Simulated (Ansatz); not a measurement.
The pair A = SiH4 (SMILES [SiH4]) (first 5 atoms), B = CHN (SMILES C#N); geometry from B3LYP-D3(BJ)/def2-TZVP.
(charge 0, multiplicity 1):
```xyz
8

Si     0.14733     0.13955     0.02510
H     -0.52058     1.42006     0.34304
H     -0.59881    -0.96455     0.67924
H      1.53251     0.15006     0.54315
H      0.15037    -0.08618    -1.43615
C     -0.45315    -0.44648     3.89856
N     -0.15173     0.15291     4.82797
H     -0.73008    -0.99788     3.02761
```

Frozen-core correlation. MP2 and its Hartree–Fock in aug-cc-pV(Q+d)Z, aug-cc-pV(T+d)Z are density fitted.

The values were computed with Ansatz (a program for electronic structure). Values without a source in brackets are computed.

The counterpoise-corrected interaction energy is E(AB) − E(A in the pair's basis) − E(B in the pair's basis). Total energies (hartree):

| level | AB | A in the pair's basis | B in the pair's basis |
|---|---|---|---|
| HF/aug-cc-pV(T+d)Z | -384.1732508 | -291.2638026 | -92.9100198 |
| MP2/aug-cc-pV(T+d)Z | -384.6696410 | -291.4095372 | -93.2590912 |
| HF/aug-cc-pV(Q+d)Z | -384.1824160 | -291.2675663 | -92.9154112 |
| MP2/aug-cc-pV(Q+d)Z | -384.7066738 | -291.4215344 | -93.2840628 |
| CCSD(T)/aug-cc-pV(T+d)Z | -384.7248970 | -291.4429323 | -93.2809654 |

### Question
Work out the counterpoise-corrected interaction energy at the basis-set limit: extrapolate the MP2 correlation part as X⁻³, take Hartree–Fock from the larger set, and add the CCSD(T) − MP2 difference of aug-cc-pV(T+d)Z.

### Answer

1. Differences (1 hartree = 627.509 kcal/mol): HF/aug-cc-pV(T+d)Z 0.359; MP2/aug-cc-pV(T+d)Z -0.635; HF/aug-cc-pV(Q+d)Z 0.352; MP2/aug-cc-pV(Q+d)Z -0.676; CCSD(T)/aug-cc-pV(T+d)Z -0.627.
2. Correlation parts, MP2 less HF: -0.994 in aug-cc-pV(T+d)Z (X = 3), -1.028 in aug-cc-pV(Q+d)Z (X = 4).
3. Limit (4³·(-1.028) − 3³·(-0.994))/(4³ − 3³) = -1.053; with HF/aug-cc-pV(Q+d)Z it gives -0.700.
4. CCSD(T) less MP2 in aug-cc-pV(T+d)Z: 0.008.
Result: -0.69 kcal/mol, against -0.64 at MP2/aug-cc-pV(T+d)Z. It is an estimate of this method's limit, not of the exact value.
